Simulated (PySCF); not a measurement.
Cl₄Fe (SMILES [Cl][Fe-]([Cl])([Cl])[Cl]), charge -1, sextet, at a GFN2-xTB geometry (such geometries of metal compounds can be far from the true shape); DF-HF/6-31G** (PySCF).

PySCF was given this input:
```python
from pyscf import gto, scf

mol = gto.M(
    atom='''
Fe   -0.000000   -0.000000   -0.000000
Cl    1.718551   -0.563582   -1.208488
Cl    0.655663    0.462399    2.021826
Cl   -0.955925    1.749428   -0.870170
Cl   -1.418289   -1.648245    0.056832
''',
    basis='6-31g**',
    charge=-1,
    spin=5,
    verbose=4,
)

mf = scf.UHF(mol)
mf = mf.density_fit(auxbasis='def2-universal-jkfit')
mf.kernel()
mf.analyze()
```

Output, abridged:

```
PySCF version 2.14.0

[INPUT] verbose = 4
[INPUT] num. atoms = 5
[INPUT] num. electrons = 95
[INPUT] charge = -1
[INPUT] spin (= nelec alpha-beta = 2S) = 5
[INPUT] symmetry False subgroup None
[INPUT] Mole.unit = angstrom
[INPUT] Symbol           X                Y                Z      unit          X                Y                Z       unit  Magmom
[...]
nuclear repulsion = 688.440397297696
number of shells = 44
number of NR pGTOs = 301
number of NR cGTOs = 106
basis = 6-31g**
ecp = {}

******** <class 'pyscf.df.df_jk.DFUHF'> ********
method = DFUHF
initial guess = minao
damping factor = 0
level_shift factor = 0
DIIS = <class 'pyscf.scf.diis.CDIIS'>
diis_start_cycle = 1
diis_space = 8
diis_damp = 0
SCF conv_tol = 1e-09
SCF conv_tol_grad = None
SCF max_cycles = 50
direct_scf = False
number electrons alpha = 50  beta = 45
Set gradient conv threshold to 3.16228e-05
******** <class 'pyscf.df.df.DF'> ********
auxbasis = def2-universal-jkfit
init E= -3098.28569392816

cycle= 1 E= -3090.18937477593  delta_E=  8.1  |g|= 3.73  |ddm|= 9.57

cycle= 2 E= -3063.34572198475  delta_E= 26.8  |g|= 9.04  |ddm|= 13.3
cycle= 3 E= -3088.02210552376  delta_E= -24.7  |g|= 5.43  |ddm|= 7.09
cycle= 4 E= -3092.32782647131  delta_E= -4.31  |g|= 4.33  |ddm|= 1.28
cycle= 5 E= -3099.9226760972  delta_E= -7.59  |g|= 0.73  |ddm|= 2.62
cycle= 6 E= -3100.2944586565  delta_E= -0.372  |g|= 0.193  |ddm|= 0.692
cycle= 7 E= -3100.35293525867  delta_E= -0.0585  |g|= 0.0556  |ddm|= 0.318
cycle= 8 E= -3100.35805299896  delta_E= -0.00512  |g|= 0.0176  |ddm|= 0.12
cycle= 9 E= -3100.35828492636  delta_E= -0.000232  |g|= 0.00853  |ddm|= 0.0241
cycle= 10 E= -3100.35833604699  delta_E= -5.11e-05  |g|= 0.00203  |ddm|= 0.014
cycle= 11 E= -3100.35834177524  delta_E= -5.73e-06  |g|= 0.00117  |ddm|= 0.00344
cycle= 12 E= -3100.35834613692  delta_E= -4.36e-06  |g|= 0.00105  |ddm|= 0.00259
cycle= 13 E= -3100.35835071943  delta_E= -4.58e-06  |g|= 0.00104  |ddm|= 0.00264
cycle= 14 E= -3100.35835867955  delta_E= -7.96e-06  |g|= 0.00103  |ddm|= 0.00456
cycle= 15 E= -3100.35836723026  delta_E= -8.55e-06  |g|= 0.00103  |ddm|= 0.00488
cycle= 16 E= -3100.35837022077  delta_E= -2.99e-06  |g|= 0.00103  |ddm|= 0.00166
cycle= 17 E= -3100.3583709886  delta_E= -7.68e-07  |g|= 0.00103  |ddm|= 0.000422
cycle= 18 E= -3100.35836632052  delta_E= 4.67e-06  |g|= 0.00103  |ddm|= 0.00258
cycle= 19 E= -3100.35836350458  delta_E= 2.82e-06  |g|= 0.00103  |ddm|= 0.00174
[...]
SCF not converged.
Total Energy =                       -3100.358205398991231
[...]
spin_pop of  2 Cl 4px      -0.00059
spin_pop of  2 Cl 4py      -0.00371
spin_pop of  2 Cl 4pz       0.00027
spin_pop of  2 Cl 3dxy     -0.00003
spin_pop of  2 Cl 3dyz     -0.00022
spin_pop of  2 Cl 3dz^2    -0.00039
spin_pop of  2 Cl 3dxz     -0.00006
spin_pop of  2 Cl 3dx2-y2   -0.00001
spin_pop of  3 Cl 1s       -0.00000
spin_pop of  3 Cl 2s       -0.00000
spin_pop of  3 Cl 3s        0.00554
spin_pop of  3 Cl 4s       -0.00002
spin_pop of  3 Cl 2px       0.00000
spin_pop of  3 Cl 2py       0.00000
spin_pop of  3 Cl 2pz       0.00000
spin_pop of  3 Cl 3px       0.03670
spin_pop of  3 Cl 3py       0.03489
spin_pop of  3 Cl 3pz       0.21954
spin_pop of  3 Cl 4px      -0.00079
spin_pop of  3 Cl 4py       0.00005
spin_pop of  3 Cl 4pz      -0.00329
spin_pop of  3 Cl 3dxy     -0.00014
spin_pop of  3 Cl 3dyz     -0.00024
spin_pop of  3 Cl 3dz^2    -0.00018
spin_pop of  3 Cl 3dxz     -0.00011
spin_pop of  3 Cl 3dx2-y2   -0.00003
spin_pop of  4 Cl 1s       -0.00000
spin_pop of  4 Cl 2s       -0.00000
spin_pop of  4 Cl 3s        0.00554
spin_pop of  4 Cl 4s       -0.00002
spin_pop of  4 Cl 2px       0.00000
spin_pop of  4 Cl 2py       0.00000
spin_pop of  4 Cl 2pz       0.00000
spin_pop of  4 Cl 3px       0.03127
spin_pop of  4 Cl 3py       0.03354
spin_pop of  4 Cl 3pz       0.22463
spin_pop of  4 Cl 4px      -0.00036
spin_pop of  4 Cl 4py      -0.00002
spin_pop of  4 Cl 4pz      -0.00364
spin_pop of  4 Cl 3dxy     -0.00039
spin_pop of  4 Cl 3dyz     -0.00001
spin_pop of  4 Cl 3dz^2    -0.00025
spin_pop of  4 Cl 3dxz     -0.00004
spin_pop of  4 Cl 3dx2-y2   -0.00001
 ** Mulliken Spin Density (per atom)  **
spin density of  0 Fe =      3.83411
spin density of  1 Cl =      0.29304
spin density of  2 Cl =      0.29069
spin density of  3 Cl =      0.29193
spin density of  4 Cl =      0.29024
 ** Mulliken pop alpha/beta on meta-lowdin orthogonal AOs **
 ** Mulliken pop       alpha | beta **
In total            50.00000 | 45.00000
 ** Mulliken atomic charges   ( Nelec_alpha | Nelec_beta ) **
charge of  0Fe =      1.37337  (    14.23037     10.39626 )
charge of  1Cl =     -0.59190  (     8.94247      8.64943 )
charge of  2Cl =     -0.59406  (     8.94238      8.65169 )
charge of  3Cl =     -0.59293  (     8.94243      8.65050 )
charge of  4Cl =     -0.59448  (     8.94236      8.65212 )

WARN: System has nonzero charge -1; the dipole moment is origin-dependent.
Location of origin: [0. 0. 0.]

Dipole moment(X, Y, Z, Debye):  0.01398,  0.00611, -0.01505
```

Convergence was not reached.
